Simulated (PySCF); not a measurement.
## Two-photon absorption: `O=C([Se]C)/C=C\C=C\[O-]`, [C$_{6}$H$_{7}$O$_{2}$Se]-, charge -1

Molfile (atoms numbered from 1):
```
C6H7O2Se
     RDKit          3D

 16 15  0  0  0  0  0  0  0  0999 V2000
    3.7343    0.3575    0.0534 C   0  0  0  0  0  0  0  0  0  0  0  0
    2.6112   -1.0986   -0.5675 Se  0  0  0  0  0  2  0  0  0  0  0  0
    0.7791   -0.1748   -0.1034 C   0  0  0  0  0  0  0  0  0  0  0  0
    0.8974    0.9201    0.3793 O   0  0  0  0  0  0  0  0  0  0  0  0
   -0.2540   -1.0219   -0.4492 C   0  0  0  0  0  0  0  0  0  0  0  0
   -1.6084   -0.7270   -0.2792 C   0  0  0  0  0  0  0  0  0  0  0  0
   -2.1739    0.4082    0.2438 C   0  0  0  0  0  0  0  0  0  0  0  0
   -3.5738    0.5555    0.3476 C   0  0  0  0  0  0  0  0  0  0  0  0
   -4.1995    1.5139    0.7966 O   0  0  0  0  0  0  0  0  0  0  0  0
    3.0386    1.1113    0.4245 H   0  0  0  0  0  0  0  0  0  0  0  0
    4.3859    0.0063    0.8502 H   0  0  0  0  0  0  0  0  0  0  0  0
    4.3218    0.7492   -0.7737 H   0  0  0  0  0  0  0  0  0  0  0  0
    0.0240   -1.9755   -0.8809 H   0  0  0  0  0  0  0  0  0  0  0  0
   -2.2950   -1.5054   -0.6068 H   0  0  0  0  0  0  0  0  0  0  0  0
   -1.5463    1.2159    0.5887 H   0  0  0  0  0  0  0  0  0  0  0  0
   -4.1488   -0.3259   -0.0348 H   0  0  0  0  0  0  0  0  0  0  0  0
  1  2  1  0
  2  3  1  0
  3  4  2  0
  3  5  1  0
  5  6  2  0
  6  7  1  0
  7  8  2  0
  8  9  1  0
  1 10  1  0
  1 11  1  0
  1 12  1  0
  5 13  1  0
  6 14  1  0
  7 15  1  0
  8 16  1  0
M  CHG  1   9  -1
M  END
```

Theory: TDDFT PBE0/def2-SVPD excited states, vertical, gas phase (PySCF 2.14.0). Geometry: GFN2-xTB.

The calculation is non-relativistic, which matters for the atoms heavier than Zn. For a gas-phase anion, states above the detachment energy (about 1.7 eV, taken as minus the energy of the highest occupied orbital) lie in the continuum and depend on the basis. Singlets 1 and 2 lie within 0.01 eV of each other, so their separate moments and overlaps can depend on how they mix.

Problem. How strongly do the lowest singlets absorb one photon, and two photons of half the energy?

Solution. δ for parallel linear polarisation; σ at the peak of a Lorentzian of half width 0.1 eV, single beam; Ω is circular over linear.
| state | E (eV) | f | photon λ (nm) | δ (au) | σ (GM) | Ω | main |
| --- | --- | --- | --- | --- | --- | --- | --- |
| S1 | 3.91 | 0.002 | 634 | 39.9 | 0.22 | 1.49 | HOMO→LUMO+1 0.90 |
| S2 | 3.92 | 0.771 | 632 | 738 | 4.16 | 0.82 | HOMO→LUMO 0.92 |
| S3 | 4.00 | 0.000 | 620 | 0.85 | 0.01 | 1.48 | HOMO−2→LUMO 0.66, HOMO−3→LUMO 0.29 |
| S4 | 4.34 | 0.001 | 571 | 1.48 | 0.01 | 1.34 | HOMO−3→LUMO 0.65, HOMO−2→LUMO 0.29 |
| S5 | 4.48 | 0.005 | 553 | 99.1 | 0.73 | 1.50 | HOMO→LUMO+2 0.89 |

Among these, the strongest one-photon state is S2, the strongest two-photon state S2.
